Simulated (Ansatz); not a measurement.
Species: GeH₃Se, charge 0, doublet. GeH3Se (SMILES [GeH3][Se], doublet).
B3LYP-D3(BJ)/def2-TZVP minimum from Ansatz (a program for electronic structure):
```
Ge
H 1 1.5373
H 1 1.5373 2 110.22
H 1 1.5388 2 110.17 3 -121.78
Se 1 2.3657 2 110.58 3 122.58
```
Charge 0, spin multiplicity 2.

Total energies in cc-pVDZ, 13 correlated electrons, 28 frozen orbitals. Open shells are spin-unrestricted; no spin-orbit coupling. Correlated methods leave the cores frozen (noble-gas shells, and filled d and f shells in the p block). No relativity.

```json
[
 {"method": "HF", "program": "Ansatz", "energy (Eh)": "-4476.89850", "minus CCSDTQ (mEh)": "233.35"},
 {"method": "MP2", "program": "Ansatz", "energy (Eh)": "-4477.08786", "minus CCSDTQ (mEh)": "43.99"},
 {"method": "CCSD", "program": "Ansatz", "energy (Eh)": "-4477.12555", "minus CCSDTQ (mEh)": "6.30"},
 {"method": "CCSD(T)", "program": "Ansatz", "energy (Eh)": "-4477.13060", "minus CCSDTQ (mEh)": "1.24"},
 {"method": "CCSDT(Q)", "program": "Ansatz", "energy (Eh)": "-4477.13182", "minus CCSDTQ (mEh)": "0.02"},
 {"method": "CCSDTQ", "program": "Ansatz", "energy (Eh)": "-4477.13185", "minus CCSDTQ (mEh)": "0.00"}
]
```

Rough core times of Ansatz's runs on a shared machine: CCSD(T) 30 s, CCSDT(Q) 2 min, CCSDTQ 90 min.
